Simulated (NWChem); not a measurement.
System: AlH2Cl; SMILES [AlH2][Cl]

Here is an NWChem input.

```
start job
memory heap 200 mb stack 900 mb global 1100 mb
geometry units angstroms noautosym nocenter noautoz
  Al     0.000000     0.000000     1.085671
  H      0.000000    -1.412235     1.818194
  H      0.000000     1.412235     1.818194
  Cl     0.000000     0.000000    -1.033959
end
basis spherical
  * library 6-31g*
end
dft
  xc hfexch
  iterations 150
  mulliken
end
task dft energy
esp
  recalculate
  probe 0.07
  range 0.3
  factor 1.0
  spacing 0.02
end
task esp
```

NWChem printed, in part:

```
             Northwest Computational Chemistry Package (NWChem) 7.3.0
             --------------------------------------------------------

                             Geometry "geometry" -> ""
                             -------------------------

 Output coordinates in angstroms (scale by  1.889725989 to convert to a.u.)

  No.       Tag          Charge          X              Y              Z
 ---- ---------------- ---------- -------------- -------------- --------------
    1 Al                  13.0000     0.00000000     0.00000000     1.08567100
    2 H                    1.0000     0.00000000    -1.41223500     1.81819400
    3 H                    1.0000     0.00000000     1.41223500     1.81819400
    4 Cl                  17.0000     0.00000000     0.00000000    -1.03395900

 Effective nuclear repulsion energy (a.u.)      69.6626544793

  xc_inp: hfexch multiplicative factor not found.

                                 NWChem DFT Module
                                 -----------------

 Summary of "ao basis" -> "ao basis" (spherical)
 ------------------------------------------------------------------------------
       Tag                 Description            Shells   Functions and Types
 ---------------- ------------------------------  ------  ---------------------
 Al                          6-31g*                  8       18   4s3p1d
 H                           6-31g*                  2        2   2s
 Cl                          6-31g*                  8       18   4s3p1d

            General Information
            -------------------
          SCF calculation type: DFT
          Wavefunction type:  closed shell.
          No. of atoms     :     4
          No. of electrons :    32
           Alpha electrons :    16
            Beta electrons :    16
          Charge           :     0
          Spin multiplicity:     1
          Use of symmetry is: off; symmetry adaption is: off
          Maximum number of iterations: 150
          AO basis - number of functions:    40
                     number of shells:    20
          Convergence on energy requested:  1.00D-06
          Convergence on density requested:  1.00D-05
          Convergence on gradient requested:  5.00D-04

              XC Information
              --------------
                     Hartree-Fock (Exact) Exchange  1.000

      Superposition of Atomic Density Guess
      -------------------------------------

 Sum of atomic energies:        -702.30569850

      Non-variational initial energy
      ------------------------------

 Total energy =    -702.479555
 1-e energy   =   -1111.224464
 2-e energy   =     339.082255
 HOMO         =      -0.353151
 LUMO         =      -0.003104

     ---------------------------------------------
      Total Density - Mulliken Population Analysis
     ---------------------------------------------

    Atom       Charge   Shell Charges
 -----------   ------   -------------------------------------------------------
    1 Al  13    12.23   2.00  2.00  5.97  0.87  0.82  0.27  0.18  0.12
    2 H    1     1.14   0.47  0.67
    3 H    1     1.14   0.47  0.67
    4 Cl  17    17.50   2.00  2.00  5.98  1.38  3.77  0.55  1.81  0.01

   convergence    iter        energy       DeltaE   RMS-Dens  Diis-err
 ---------------- ----- ----------------- --------- --------- ---------
 d= 0,ls=0.0,diis     1   -702.5787842465 -7.72D+02  1.11D-02  1.07D-01
 d= 0,ls=0.0,diis     2   -702.6021452194 -2.34D-02  2.94D-03  1.18D-02
 d= 0,ls=0.0,diis     3   -702.6043759955 -2.23D-03  1.04D-03  6.57D-04
 d= 0,ls=0.0,diis     4   -702.6045912864 -2.15D-04  1.39D-04  1.05D-05
 d= 0,ls=0.0,diis     5   -702.6045948574 -3.57D-06  2.87D-05  5.44D-07
 d= 0,ls=0.0,diis     6   -702.6045950303 -1.73D-07  1.27D-05  4.70D-08
 d= 0,ls=0.0,diis     7   -702.6045950510 -2.08D-08  2.51D-06  2.01D-09

         Total DFT energy =     -702.604595051033
      One electron energy =    -1112.402106726809
           Coulomb energy =      386.607550853859
    Exchange-Corr. energy =      -46.472693657374
 Nuclear repulsion energy =       69.662654479292

 Numeric. integr. density =        0.000000000000

                       DFT Final Molecular Orbital Analysis
                       ------------------------------------

[...]

                     NWChem Electrostatic Potential Fit Module
                     -----------------------------------------

 Atom parameters

 Number of atoms is                                    4
 Number of basis functions is                         40

 Grid parameters

 Maximum number of grid points is                  25802
 Number of grid points is                          25801
 Grid range                                     0.300000 nm
 Grid spacing                                   0.020000 nm
 Probe radius                                   0.070000 nm
 Atom radius factor                             1.000000

 Atomic radii

    1    0.100000
   13    0.195000
   17    0.169000
 FASTESP  F
  using M.O. file = ./job.movecs

    Atom              Coordinates                           Charge

                                                  ESP

    1 Al    0.000000    0.000000    0.108567    0.925891
    2 H     0.000000   -0.141224    0.181819   -0.268593
    3 H     0.000000    0.141224    0.181819   -0.269484
    4 Cl    0.000000    0.000000   -0.103396   -0.387813
                                            ------------
                                               -0.000000

 Dipole moment                                  0.808555

 Quadrupole moment Qxx                         10.379395
                   Qyy                         -1.117399
                   Qzz                         -9.261996

 RMS deviation kJ/mol                           0.102146

 RRMS %                                        32.937157
```

Level: Hartree-Fock/6-31G* (spherical d). Geometry: optimised at PBE-D3(BJ)/def2-SVP.
